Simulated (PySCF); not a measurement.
## Telling isomers of C4H2F3N3 apart by NMR

Calculated, not measured (PySCF 2.14): geometry: GFN2-xTB, shielding tensors at PBE0/pcSseg-1 (GIAO), J couplings at B3LYP/pcJ-1 (spin–dipole term left out of most H,H and C,H couplings). Fast rotation and ring inversion assumed for equivalent nuclei, gas phase, non-relativistic Hamiltonian, single conformer.

Chemical shifts δ = σref − σ; 1H (σ = 31.72 ppm), 13C (σ = 186.93 ppm) vs TMS, all at this level. Multiplet labels drop J under 1 Hz and among equivalent protons, and merge close values. Unscaled 3J(H,H) run several per cent high. Splittings of carbon signals by F and P are missing where no couplings were computed. Where no couplings were computed, multiplicities follow the n + 1 count of equivalent neighbours, and m marks all less simple cases (inequivalent or close neighbours, rings, F or P nearby). One-bond C–F couplings are unscaled and too large by tens of Hz. Shifts are as computed. Against solution values, carbons near 30 ppm lie about +3 ppm off and those near 130 ppm about +5 ppm (rms about the fit 2.1 ppm; single classes can miss by 10 ppm). Of 1328 compounds with measured shifts, 309 miss one by over three times the rms of a fit or turn the order of signals round; such compounds aren't used in these exercises. Signals without a measured value on file couldn't be tested in this way; 1H shifts scatter by 0.2 ppm about their fit, and single ones miss by 0.5 ppm.

Tabulate the signals of `FC(F)(F)c1cnncn1`, `FC(F)(F)c1cncnn1` and their relative energies.

Results:


| SMILES | carbon types | δC | δH | E rel. (kcal/mol) |
| --- | --- | --- | --- | --- |
| FC(F)(F)c1cnncn1 | 2×C 2×CH | 162.4, 155.0, 153.4, 130.9 | 10.34 (s, 1H), 10.20 (m, 1H) | 0.0 |
| FC(F)(F)c1cncnn1 | 2×C 2×CH | 164.4, 159.7, 153.8, 131.3 | 10.32 (s, 1H), 9.19 (s, 1H) | 0.1 |

Energies are electronic energies at PBE0/pcSseg-1 on these geometries, without zero-point or thermal terms, each for the one conformer computed, which needn't be the lowest.
